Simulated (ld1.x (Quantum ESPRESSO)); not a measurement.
**Ni, RRKJ: configuration errors across variants**

| Quantity | Value |
| --- | --- |
| Element | nickel (Ni) |
| Generator | ld1.x (Quantum ESPRESSO) 7.5 |
| Type | norm-conserving RRKJ (Kleinman–Bylander form) |
| Functional | PBE |
| Relativity | scalar-relativistic |
| Frozen core | [Ar] |
| Valence charge | 10 |
| Reference configuration | 3d8 4s0.5 4p0 (charge +1.5) |
| Partial waves | 4s (bound): rc 2.05 bohr; 4p (bound, empty): rc 2.20 bohr; 3d (bound): rc 0.80 bohr |
| Local potential | all-electron potential smoothed inside 2.05 bohr (lloc = -1) |
| Core correction | Bessel-smoothed model core inside 0.35 bohr |
| rho0 | 0.005 |

All-electron excitation energies from the reference (eV): (1) 3d8 4s2 4p0 -16.938; (2) 3d8 4s1 4p0 -7.615; (3) 3d8 4s0 4p0 9.735; (4) 3d6 4s0 4p0 104.759; (5) 3d8 4s1 4p1 -12.342; (6) 3d8 4s0 4p2 -7.436; (7) 3d7 4s2 4p1 -6.393.

2 further variants failed, have other tests or too few solved ones, and are left out.

Errors AE − PS in meV (a dash: test not solved or not reliable):

```csv
change,(1),(2),(3),(4),(5),(6),(7),bound ghosts
base,-14,-2.0,-5.2,-1812,-6.0,-3.2,-493,none
"all radii but the core radius scaled by about 0.91 (s 1.86, p 2.00, d 0.72 bohr); local potential all-electron potential smoothed inside 1.86 bohr (lloc = -1)",-14,-2.1,-5.6,-1662,-5.3,-1.4,-458,none
"all radii but the core radius scaled by about 1.05 (s 2.14, p 2.30, d 0.84 bohr); local potential all-electron potential smoothed inside 2.14 bohr (lloc = -1)",-13,-1.9,-5.1,-1900,-5.8,-4.0,-495,none
"all radii but the core radius scaled by about 1.18 (s 2.42, p 2.60, d 0.94 bohr); local potential all-electron potential smoothed inside 2.42 bohr (lloc = -1)",-11,-1.8,-5.7,-2135,-4.3,-5.1,-457,none
"all radii but the core radius scaled by about 1.26 (s 2.58, p 2.78, d 1.00 bohr); local potential all-electron potential smoothed inside 2.58 bohr (lloc = -1)",-11,-2.1,-6.7,-2228,-3.6,-5.0,-427,none
"all radii but the core radius scaled by about 1.31 (s 2.68, p 2.88, d 1.04 bohr); local potential all-electron potential smoothed inside 2.68 bohr (lloc = -1)",-13,-2.8,-8.3,-2320,-3.1,-4.6,-392,none
"all radii but the core radius scaled by about 1.38 (s 2.82, p 3.04, d 1.10 bohr); local potential all-electron potential smoothed inside 2.82 bohr (lloc = -1)",-18,-3.9,-10,-2409,-3.2,-3.7,-354,none
```

**Question.** Give the same row for: all radii but the core radius scaled by about 1.09 (s 2.24, p 2.40, d 0.88 bohr); local potential all-electron potential smoothed inside 2.24 bohr (lloc = -1).

**Answer.** -12, -1.8, -5.1, -1992, -5.4, -4.6, -487; bound ghosts: none.
